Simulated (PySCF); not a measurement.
Nonlinear optical response: vinylfuran (SMILES C=Cc1ccco1)

Geometry:
```
atom   x (Å)   y (Å)   z (Å)
  C1  -2.506   0.377   0.210
  C2  -1.583  -0.512  -0.183
  C3  -0.154  -0.307  -0.148
  C4   0.896  -1.114  -0.511
  C5   2.085  -0.371  -0.250
  C6   1.670   0.827   0.251
  O7   0.326   0.873   0.315
  H8  -2.215   1.357   0.599
  H9  -3.571   0.146   0.153
 H10  -1.891  -1.488  -0.570
 H11   0.817  -2.120  -0.917
 H12   3.114  -0.685  -0.412
 H13   2.197   1.714   0.594
```

Computed with quadratic response CAM-B3LYP/def2-TZVPD first hyperpolarisability, Taylor convention, gas phase (PySCF). Geometry: PBE0-D3(BJ)/def2-SVP.

Question: Give β for the processes computed.

Answer: In au, Taylor convention; the vector part is βᵢ = ⅓ Σⱼ (βᵢⱼⱼ + βⱼᵢⱼ + βⱼⱼᵢ); β∥ is 3/5 of the vector part along the dipole, the dipole points from − to +:
```csv
process,λ (nm),β vector norm,β∥,β HRS,depolarisation ratio
"static β(0;0,0)",∞,360.1,173.4,160.4,4.04
"second harmonic β(−2ω;ω,ω)",1907,403.1,195.1,178.7,4.09
"Pockels β(−ω;ω,0)",1907,373.7,180.2,–,–
"second harmonic β(−2ω;ω,ω)",1064,529.3,258.4,232.1,4.22
"Pockels β(−ω;ω,0)",1064,406.4,196.7,–,–
```

Question: Which lowest excitations, dipole and polarisabilities go with it?

Answer: S1 4.91 eV (f = 0.465); S2 5.65 eV (f = 0.012); S3 6.17 eV (f = 0.006); dipole 0.75 D; isotropic α 79.9 au static, 80.4 au at 1907 nm, 81.4 au at 1064 nm, 81.8 au at 953.5 nm, 86.6 au at 532 nm.
